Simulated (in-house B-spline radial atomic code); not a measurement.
Ag⁶⁺. Computed with a B-spline radial atomic code. Model: all-electron spherical atom, spin shells full or empty, radial basis limit, no spin-orbit coupling, Breit or QED, empty-state partial waves extrapolated as (l+1/2)^-4, RPA, G0W0 and static COHSEX of the highest shell as one setting changes (uncorrelated shells keep exact exchange).

Given: element Ag; charge 6; filled core Kr; hamiltonian one-electron scalar X2C; mean-field start PBE; highest l of empty states 9; nuclear rms radius 4.5454 fm; highest mean-field shell 4d up.

Shell: 4d 5 0 (electrons up and down).

```csv
lowest nl shells left uncorrelated,RPA correlation energy (hartree),G0W0 level (eV),G0W0 minus most complete (meV),COHSEX level (eV),linearised minus solved G0W0 (meV)
0,-3.1713,-107.47,0,-110.7,-18.8
1,-3.001,-107.47,0.2,-110.7,-18.8
2,-2.8095,-107.46,4.6,-110.7,-18.8
3,?,?,?,?,?
4,-2.0843,-107.44,24.5,-110.69,-18.7
5,-1.5614,-107.41,55.7,-110.62,-18.6
6,?,?,?,?,?
7,-0.59428,-107.36,110.6,-110.23,-18.4
8,-0.15336,-107.71,-241.6,-109.82,-17.3
```

Task: What follows for lowest nl shells left uncorrelated = 3?

Result: RPA correlation energy -2.2632 hartree; G0W0 level -107.45 eV; G0W0 minus most complete 15.9 meV; COHSEX level -110.71 eV; linearised minus solved G0W0 -18.8 meV.

Task: What follows for lowest nl shells left uncorrelated = 6?

Result: RPA correlation energy -0.74786 hartree; G0W0 level -107.3 eV; G0W0 minus most complete 166.2 meV; COHSEX level -110.34 eV; linearised minus solved G0W0 -18.3 meV.
